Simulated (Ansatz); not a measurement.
A nudged elastic band was laid between two geometries of C₂H₈AlN (12 atoms, charge 0, multiplicity 1).

Level of theory: RKS PBE/cc-pVDZ (Ansatz).

| Quantity | Value |
| --- | --- |
| movable images | 5 |
| climbing image | yes |
| spring | 5.0 eV/Å² |
| optimiser | quadratic models (default) |
| start path | through a guess of the saddle point |
| force threshold | 0.05 eV/Å |
| iteration limit | 60 |
| end points | relaxed |

Image 0:

```xyz
12
Properties=species:S:1:pos:R:3
C -1.125 1.324 0.142
C 0.025 0.626 0.900
Al 1.203 -0.510 -0.234
N 0.572 -2.077 -0.867
H -1.800 0.592 -0.351
H -1.757 1.944 0.815
H -0.748 1.998 -0.656
H 0.655 1.386 1.413
H -0.394 -0.008 1.714
H 2.708 -0.151 -0.677
H 1.096 -2.711 -1.477
H -0.358 -2.467 -0.688
```

Image 6:

```xyz
12
Properties=species:S:1:pos:R:3
C -0.994 1.660 0.253
C -0.253 0.410 0.768
Al 0.844 -0.533 -0.595
N 0.941 -2.334 -0.598
H -1.739 1.405 -0.530
H -1.544 2.188 1.062
H -0.296 2.396 -0.199
H 0.435 0.699 1.597
H -0.968 -0.309 1.227
H 1.694 0.210 -1.742
H 0.458 -2.963 0.049
H 1.498 -2.885 -1.258
```

**Question.** What changes between the two ends?

**Answer.** No bond is made or broken. The dihedral H10–Al3–N4–H12 goes from 180 to 1°.

**Question.** Give the energies along the band, and the barrier.

**Answer.** The forces met the threshold. The highest image is number 3 of 0 to 6, 43.3 kJ/mol above the first end and 45.4 kJ/mol above the last; the last end lies 2.1 kJ/mol below the first. A structure lower than the first end lies on the path between it and the top, so the climb from that side starts below the end, which may itself be a saddle point or a shallow side well. The dihedral H10–Al3–N4–H12 jumps by 117° between images 2 and 3, so the path isn't resolved there. A vibrational analysis at the climbing image gives one clearly imaginary mode, 417i cm⁻¹: a first-order saddle point.

```json
{"image": "0", "path coordinate (Å)": "0.00", "energy (kJ/mol)": "0.0", "dihedral H10–Al3–N4–H12 (°)": "180"}
{"image": "1", "path coordinate (Å)": "1.62", "energy (kJ/mol)": "-1.5", "dihedral H10–Al3–N4–H12 (°)": "-180"}
{"image": "2", "path coordinate (Å)": "3.24", "energy (kJ/mol)": "-1.8", "dihedral H10–Al3–N4–H12 (°)": "-177"}
{"image": "3", "path coordinate (Å)": "4.86", "energy (kJ/mol)": "43.3", "dihedral H10–Al3–N4–H12 (°)": "-60"}
{"image": "4", "path coordinate (Å)": "5.77", "energy (kJ/mol)": "18.2", "dihedral H10–Al3–N4–H12 (°)": "-26"}
{"image": "5", "path coordinate (Å)": "6.69", "energy (kJ/mol)": "-1.9", "dihedral H10–Al3–N4–H12 (°)": "0"}
{"image": "6", "path coordinate (Å)": "7.60", "energy (kJ/mol)": "-2.1", "dihedral H10–Al3–N4–H12 (°)": "1"}
```

**Question.** What is the geometry of the highest image?

**Answer.** 
```xyz
12
Properties=species:S:1:pos:R:3
C -0.895 1.749 0.351
C -0.359 0.359 0.732
Al 0.613 -0.640 -0.677
N 0.996 -2.423 -0.375
H -1.678 1.686 -0.433
H -1.346 2.283 1.216
H -0.096 2.406 -0.055
H 0.353 0.438 1.590
H -1.172 -0.295 1.122
H 1.062 0.129 -2.034
H 1.998 -2.664 -0.340
H 0.601 -3.083 -1.062
```

The run took 3.5 min on 2 threads of Intel(R) Xeon(R) Platinum 8375C CPU @ 2.90GHz (Ice Lake), with other jobs on the host, peak memory 0.15 GiB.
